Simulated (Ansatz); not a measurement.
`OBB[SiH3]` + H₂ → `BBO` + SiH₄ at 700 K and 1 bar (hydrogenolysis of a B–Si bond).

Computed with Ansatz on PBE0-D4/def2-TZVP structures; ΔE is electronic, products minus reactants. CBS: MP2 limit from def2 TZ/QZ plus the TZ coupled-cluster correction, frozen cores. This one scheme is used for every species. Each species was taken in one conformer, which may not be the lowest.

| species | CCSD(T)/CBS energy (Eh) | H − E (kJ/mol) | S (J/(mol·K)) |
| --- | --- | --- | --- |
| `OBB[SiH3]` | -417.44314 | 243.4 | 451.2 |
| H₂ | -1.17544 | 46.8 | 155.3 |
| `BBO` | -127.16606 | 173.8 | 343.9 |
| SiH₄ | -291.46306 | 115.5 | 252.9 |

H − E and S are ideal-gas, rigid-rotor, harmonic terms from PBE0-D4/def2-TZVP, for one conformer and one mirror image of each species. The MP2-based limit puts H₂ 0.8 mEh under its directly extrapolated value; such offsets cancel only in part. 1 Eh = 2625.50 kJ/mol, R = 8.31446 J/(mol·K).

Q: By hand: ΔE, ΔH, ΔS and ΔG.

A: ΔE = (-127.16606) + (-291.46306) − (-417.44314) − (-1.17544) = -0.01054 Eh = -27.7 kJ/mol. Δ(H − E) = 173.8 + 115.5 − 243.4 − 46.8 = -0.9, so ΔH = -28.6 kJ/mol. ΔS = 343.9 + 252.9 − 451.2 − 155.3 = -9.7 J/(mol·K). ΔG = -28.6 − 700 × (-9.7)/1000 = -21.8 kJ/mol.

Q: By hand: the equilibrium constant, and the temperature at which ΔG would vanish if ΔH and ΔS stayed fixed.

A: log₁₀ K = −ΔG/(RT ln 10) = 1.6. ΔG = 0 at ΔH/ΔS = 2948 K, far beyond where these terms or the molecules hold.

The number of gas molecules stays the same, so ΔS is small and ΔH decides. A doubt of 5 kJ/mol in ΔE shifts log₁₀ K by 0.4 here. Other conformers and mirror images would add mixing entropy, several J/(mol·K) or more a flexible species. These are equilibria of isolated gas molecules and say nothing of rates. Largest T1 diagnostic: 0.014 (customary marks: 0.02 for closed shells, 0.045 for open ones).
